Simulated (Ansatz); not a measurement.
Consider the isomerisation: `F[SiH2][NH][AlH2]` → `[F][AlH][NH][SiH3]`.

Calculated with Ansatz (gas phase, PBE0-D4/def2-TZVP geometries, no zero-point term in ΔE). CBS: MP2 limit from def2 TZ/QZ plus the TZ coupled-cluster correction, frozen cores. Functionals use def2-TZVPP. HSE06 is defined as in plane-wave codes. One conformer a species, not always the lowest.

`F[SiH2][NH][AlH2]`:

```xyz
9

F     1.806   -1.659    0.452
Si    1.071   -0.663   -0.567
N     0.199    0.556    0.249
Al   -1.557    0.644    0.582
H     2.150   -0.086   -1.403
H     0.113   -1.475   -1.350
H     0.764    1.312    0.614
H    -2.083    1.901    1.385
H    -2.462   -0.530    0.039
```

`[F][AlH][NH][SiH3]`:

Z-matrix (Å, degrees):
```
Si
N 1 1.727
H 1 1.486 2 106.9
H 1 1.489 2 112.2 3 -119.5
H 1 1.489 2 112.2 3 119.5
Al 2 1.771 1 128.3 3 -0.0
H 2 1.012 1 115.1 3 -179.8
F 6 1.650 2 117.2 1 -179.6
H 6 1.567 2 123.0 1 0.4
```

| level | ΔE (eV) |
| --- | --- |
| r2SCAN0-D4 | -0.37 |
| ωB97X-V | -0.35 |
| PBE | -0.38 |
| HSE06 | -0.37 |
| MP2/def2-TZVPP | -0.39 |
| CCSD(T)/def2-TZVPP | -0.37 |
| HF/def2-QZVPP | -0.31 |
| SCS-MP2/def2-QZVPP | -0.38 |

Task: What does CCSD(T)/CBS give? (An estimate is asked.)

Result: The calculation gave: -0.37 eV. The listed levels differ from it by 0.00, 0.02, -0.01, 0.00, -0.02, 0.00, 0.06, -0.01 eV.

Largest T1 diagnostic among the species: 0.012.

From BLYP to BHLYP (50 % exact exchange), in def2-TZVPP and without D4, ΔE moves by +0.04 eV. At CCSD(T), def2-SVP lies −0.12 eV from the extrapolated value and def2-TZVPP +0.00 eV.
